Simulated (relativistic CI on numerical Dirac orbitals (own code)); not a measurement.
Cl XVI: what numerical and physical settings do to a radial Dirac CI calculation

Reference input:

```
atom Cl  Z=17  charge=15  electrons=2
nucleus A=35  rms_radius_fm=3.3654
hamiltonian dirac-coulomb  breit=on  qed=on  c_scale=1
orbitals kli  potential=per-configuration
slater_scale 1
correlation none
mixing on
grid step=0.0125 r_max=6.5
scf mixing=0.4 start=green max_iterations=150 tolerance=2e-08 node_fill=0.05
configurations
  1s2
  1s 2s
end
```

Computed lowest total energy -279.41896 Ha, first excitation 22225481.2 cm⁻¹, 14 SCF steps. Runs with settings changed; * marks those that are bad on purpose (the QED terms keep the true α when c is scaled):

```
                                                           Changed        Outcome  Lowest level   ΔE (Ha)  First excitation (cm⁻¹)  SCF steps                                            Message
          Breit term off, start potential previous, grid step 0.02      converged       1s² ¹S0   -0.0621               22239107.9         12                                                   
iteration limit 30, nuclear radius 3.7019 fm, start potential bare      converged       1s² ¹S0  9.13e-05               22225472.7         14                                                   
                                                    SCF mixing 0.9      converged       1s² ¹S0  5.68e-13               22225481.2         12                                                   
                                                iteration limit 20      converged       1s² ¹S0         0               22225481.2         14                                                   
                                               iteration limit 4 *  not converged                                                           4                        SCF of 1s2 did not converge
                                           speed of light × 0.05 *  not converged                                                           1  SCF of 1s2 stopped: an orbital could not be found
```
